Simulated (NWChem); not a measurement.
# As, quartet

All runs: NWChem. Pople sets run with spherical d functions. Spin-unrestricted. No stability test was run on the SCF state.

**Question.** Predict the results for LDA (Slater exchange, VWN5)/6-31G*. Quantities: highest occupied level (eV); lowest empty minus highest occupied level, either spin (eV); <S²>.

**Answer.** 
- highest occupied level (eV) = -5.93
- lowest empty minus highest occupied level, either spin (eV) = 1.96
- <S²> = 3.75
